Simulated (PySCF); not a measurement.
Se(F)(SiH3) (FH3SeSi), SMILES F[Se][SiH3]. The structure is a stationary point at PBE-D3(BJ)/def2-TZVP.

Computed with PBE-D3(BJ)/def2-TZVP (PySCF 2.14.0).

Harmonic wavenumbers (cm⁻¹): 135, 135, 360, 540, 548, 613, 841, 869, 924, 2156, 2180, 2185. Rotational constants (GHz): 10.00, 3.463, 2.654; symmetry number 1.

**Question.** Work out the zero-point energy and the ideal-gas rigid-rotor harmonic-oscillator thermochemistry at 298.15 K and 1 atm.

**Answer.** ZPE = ½ Σ hcν = ½ × 11486 cm⁻¹ = 68.70 kJ/mol. H − E(el) = 84.94 kJ/mol. Entropy in J/(mol K): translation 169.36, rotation 107.37, vibration 37.15, total 313.88. G − E(el) = -8.64 kJ/mol. Cp = 76.42 J/(mol K). Modes under 150 cm⁻¹ make the vibrational entropy uncertain.
